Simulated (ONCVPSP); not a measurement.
barium: one change to an ONCV potential, before and after

Ba, optimised norm-conserving Vanderbilt (ONCV), made with ONCVPSP 4.0.1 (PBEsol, scalar-relativistic). Core [Xe], reference 6s2. Waves: 6s: rc 4.00 bohr, ncon 4, nbas 8, qcut 1.7 1/bohr, 3 projectors, debl 0.5 Ha; p scattering state at 0.35 Ha: rc 3.45 bohr, ncon 4, nbas 8, qcut 2.3 1/bohr, 2 projectors, debl 3.1 Ha; d scattering state at 0.15 Ha: rc 3.05 bohr, ncon 4, nbas 9, qcut 2.9 1/bohr, 1 projector. Local part: polynomial inside 1.90 bohr (lpopt 3, dvloc0 4 Ha). Core correction: polynomial model core, fcfact 0.75.

In the d channel the program set the typed energies aside and used 0.050 Ha.

Change: all radii but the core radius scaled by about 1.14 (s 4.54, p 3.92, d 3.46 bohr); local potential polynomial inside 2.16 bohr (lpopt 3, dvloc0 4 Ha). In the p channel the program set the typed energies aside and used 0.050, 3.150 Ha. In the d channel the program set the typed energies aside and used -0.075 Ha.

Cutoffs: the cutoffs (Ha) at which the residual kinetic energy of the hardest occupied pseudo-wave falls to 1 and 0.1 mHa per electron; they do not see the model core or the augmentation charge, which bear on the density cutoff. Errors are all-electron minus pseudo energies relative to the spin-unpolarised reference configuration.

What does the change do?

The potential gets softer (1.2 Ha and 2.0 Ha → 1.1 Ha and 1.9 Ha); of the 4 tests that both files solve, the error grows in 2 and shrinks in 1 by more than 15 % and 0.3 meV (median size 16.0 → 7.4 meV); neither file shows a bound ghost. A larger radius leaves more room for a smooth pseudo-wave, so fewer plane waves are needed.

```csv
quantity,base,changed
"cutoff, loose",1.2 Ha,1.1 Ha
"cutoff, tight",2.0 Ha,1.9 Ha
bound ghosts,none,none
GHOST(+) flags under 300 eV,"s at 31.9 eV, d at 85.8 eV, p at 90.3 eV, s at 106.1 eV","s at 47.2 eV, p at 91.6 eV"
"error for 6s1, meV [ΔE 5.38 eV]",-9.8,-11
"error for 6s1.5, meV [ΔE 2.15 eV]",-1.7,-2.0
"error for 6s1 6p1, meV [ΔE 2.05 eV]",+91,-3.3
"error for 5d1 6s1, meV [ΔE 1.34 eV]",-22,-30
"rms error of d²Exc/dni dnj with the model core, mHa",0.06,0.13
```

Base: The cutoffs count occupied waves only; projector 2 of the p channel, the hardest unoccupied one, needs 17 Ha at the loose tolerance. Changed file: The cutoffs count occupied waves only; projector 2 of the p channel, the hardest unoccupied one, needs 17 Ha at the loose tolerance.
